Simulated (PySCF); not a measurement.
Molecule: `C=C1[C@@H](C(F)=C(F)F)[C@@H]1F`, C$_{6}$H$_{4}$F$_{4}$.

Bonds (- single, = double, # triple, : aromatic): C1=C2, C2-C3, C3-C4, C4-F5, C4=C6, C6-F7, C6-F8, C3-C9, C9-F10, C9-C2. C1 carries H11, H12; C3 carries H13; C9 carries H14. Stereochemistry as in C=C1[C@@H](C(F)=C(F)F)[C@@H]1F. H12 is cis to C3; H11 is trans to C3.

Frames of a GFN2-xTB Langevin trajectory at 400 K; GIAO PBE0/pcSseg-1 shieldings in PySCF 2.14, gas phase, non-relativistic; equivalent atoms averaged within each frame.

δ = σ(ref) − σ, references computed at the same level: TMS for ¹³C (186.93 ppm); CFCl3 for ¹⁹F (170.95 ppm). The references are static minima.

Problem. How do the shifts (ppm) fluctuate along the trajectory?

Solution. 
```tsv
time (fs)	C6	C4	C2	C1	C9	C3	F7	F8	F5	F10
250	176.6	136.7	133.2	121.4	69.4	20.1	-93.5	-117.2	-203.2	-236.5
425	171.7	155.2	135.3	128.3	74.5	29.3	-99.1	-120.5	-147.6	-187.9
625	170.3	141.7	147.2	128.3	79.0	29.2	-105.1	-111.8	-191.3	-191.6
800	176.6	142.7	158.9	128.1	75.3	25.3	-89.4	-126.4	-178.4	-217.0
1000	178.6	143.2	143.6	126.1	75.5	26.2	-90.3	-127.8	-188.5	-210.5
mean of frames	174.8	143.9	143.6	126.5	74.7	26.0	-95.5	-120.7	-181.8	-208.7
standard deviation	3.6	6.8	10.3	3.0	3.4	3.8	6.6	6.6	21.1	19.8
```

5 frames give an uncertainty of the mean of about the standard deviation over 2.2 at best, since frames this close in time may not be independent; classical motion lacks zero-point vibration, and the reference would need the same averaging.
